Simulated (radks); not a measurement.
Q: Ionisation of neutral dysprosium, [Xe] 4f10 6s2, to [Xe] 4f10 6s1 as the strength of local exchange is varied. All-electron calculation, Dirac Kohn-Sham, Slater X-alpha exchange (alpha = 2/3 is LDA exchange), no correlation, spin-unpolarised, spherical densities, point nucleus; open shells are shared between the two j in proportion to 2j + 1. Program: a radial shooting solver on a logarithmic mesh with Libxc functionals.

alpha  E(Dy) (hartree)  exchange (hartree)  IE (eV)  -e of the level emptied (eV)  <r> of it (bohr)
0.596      -12127.2465           -222.7304    5.266                 2.794 (6s1/2)             4.254
0.667      -12153.8121           -249.8681    5.586                 3.078 (6s1/2)             4.175
0.671      -12155.3106           -251.4007    5.605                 3.095 (6s1/2)             4.170
0.676      -12157.1841           -253.3170    5.628                 3.116 (6s1/2)             4.165
0.836      -12217.3026           -314.9610    6.412                 3.833 (6s1/2)             3.987
0.855      -12224.4631           -322.3229    6.510                 3.923 (6s1/2)             3.967
?          -12188.7061           -285.6018    6.031                 3.482 (6s1/2)             4.070

Which alpha was used in the last row?

A: alpha = 0.76. NIST Atomic Spectra Database: 5.939 eV (measured). The Delta-SCF value meets it near alpha = 0.74. Spin polarisation and multiplet splitting are left out, so open shells lie too high by an amount that depends on their filling. Sharing an open shell by 2j + 1 raises it above the true ground level by a part of the spin-orbit splitting, which enters the differences from NIST.

Beside tabulated values, note that spin-unpolarised runs miss the spin-polarisation part of the exchange energy of open shells.
